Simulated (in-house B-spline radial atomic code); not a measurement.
A calculation on neutral magnesium: its settings, and results tabulated from the run. Level of theory: Dirac-Kohn-Sham BLYP, spherical fractional occupations, Fermi nucleus of rms radius 3.057 fm; calculated with an all-electron radial atomic-structure program (B-spline basis).

Command:
```bash
python run_scf.py task.json out
```
Settings (nuclear radius in fm, mass in u):
```
Z                12
configuration    [Ne] 3s2
hamiltonian      dirac
method           b88,lyp
spin_polarised   False
nucleus          fermi
rms_radius       3.057
atomic_mass      23.98504
speed_of_light   137.035999084
```

Output (hartree, bohr):
```
 radial grid: 79 intervals, B-splines of order 8, outer radius 50 bohr

 iter        energy (Eh)    residual
    1        -200.120079    1.86e-01
    2        -200.288465    7.05e-02
    3        -200.416278    6.61e-03
    4        -200.417899    2.37e-03
    5        -200.417938    4.02e-04
    6        -200.417945    2.71e-04
    7        -200.417947    1.48e-05
    8        -200.417947    2.78e-07
    9        -200.417947    6.93e-09

 total energy                      -200.41795
 kinetic                             200.7301
 electron-nucleus                   -480.6780
 Hartree                              96.0115
 exchange-correlation                -16.4815

 first-order corrections (not in the total)
   Gaunt                             0.0340
   retardation                      -0.0021
   frequency dependence             -0.0000
   self-energy                       0.0219
   Uehling                          -0.0013
   Wichmann-Kroll                    0.0000
   recoil                            0.0039

 orbital      occ     eigenvalue          <r>       <r^2>       <1/r>       r_max    small
 1s1/2      2.000       -46.3266     0.130619   0.0229962     11.6291     0.08506  1.79e-03
 2s1/2      2.000        -2.9243     0.697979    0.587419     2.10097      0.5464  2.31e-04
 2p1/2      2.000        -1.7169     0.688393    0.610357     1.96232      0.4762  2.09e-04
 2p3/2      4.000        -1.7062      0.69075    0.614421      1.9542      0.4778  2.08e-04
 3s1/2      2.000        -0.1680      3.13646     11.6059    0.427452       2.502  1.82e-05
```

Run time, properties included: 1.2 s on 1 thread of Arm Neoverse V1, with other jobs on the host.

For the Dirac Hamiltonian the kinetic term is c α·p + (β - 1)c².
